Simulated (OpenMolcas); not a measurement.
**Re6+: moving or changing the point charges**

Re6+ among 8 point charges of -1.2 e arranged as a cube (Oh), 1.8 Å from the ion.
```
   1.0392    1.0392    1.0392  -1.20
   1.0392    1.0392   -1.0392  -1.20
   1.0392   -1.0392    1.0392  -1.20
   1.0392   -1.0392   -1.0392  -1.20
  -1.0392    1.0392    1.0392  -1.20
  -1.0392    1.0392   -1.0392  -1.20
  -1.0392   -1.0392    1.0392  -1.20
  -1.0392   -1.0392   -1.0392  -1.20
```

```json
{
 "Program": "OpenMolcas",
 "Method": "SS-CASPT2, IPEA 0.25 Eh, imaginary shift 0.1 Eh (closed shells correlated: 5s 5p)",
 "Basis": "ANO-RCC-VDZP [7s6p4d2f1g]",
 "Scalar Hamiltonian": "DKH2, point nucleus",
 "Active space": "1 electron in 5 orbitals (5d)",
 "State averaging": "2S+1 = 2 even, 5 roots",
 "Spin-orbit coupling": "RASSI with atomic mean-field integrals over the reference wave functions"
}
```

Runs around this geometry, states (labels of O, the rotations of Oh). Energies in cm-1 above the lowest state or level, χT in cm3 K/mol; 10Dq is the gap between the two states; 10Dq is negative for this site.

| R (Å) | q (e) | Ground state | First state of that spin | 10Dq | First gap with spin-orbit (degeneracies) | χT at 300 K |
| --- | --- | --- | --- | --- | --- | --- |
| 1.8 | -0.96 | 2E | 2T2 6950 | -6946 | 12730 (4, 4) | 0.230 |
| 1.65 | -1.2 | 2E | 2T2 13300 | -13303 | 15910 (4, 4) | 0.168 |
| 1.8 | -1.2 | 2E | 2T2 8750 | -8750 | 13430 (4, 4) | 0.205 |
| 1.89 | -1.2 | 2E | 2T2 6890 | -6891 | 12730 (4, 4) | 0.231 |

Taking |10Dq| as R^-n, n = -ln(6891 / 13303) / ln(1.89 / 1.65) = 4.8 between the shortest and longest distance. The point-charge formula for a cubic d site gives n = 5.

Scaling the charges by -0.96 / -1.2 = 0.80 scales |10Dq| by 6946 / 8750 = 0.79; with fixed orbitals a first-order splitting would follow the charge.

Roots that are degenerate in the reference are averaged as groups; the widest CASPT2 spread within a group is 72 cm-1 (the 3-fold group of multiplicity 2 near 8750 cm-1 above the lowest state of its run, R = 1.8, q = -1.2). Shifts and gaps below about the spread of the groups concerned are not significant. An orbital doublet at a regular site is open to a Jahn-Teller distortion, which this geometry leaves out. Free-ion shares, where given, are those of the reference states; single-state CASPT2 does not remix them. Spin-orbit coupling mixes the spin-free states strongly: the lowest level takes only 67 % from its leading state, 2E (holds for R = 1.8, q = -0.96; R = 1.89, q = -1.2). This is an electrostatic model: the charges have no orbitals. No measured value stands beside these numbers.
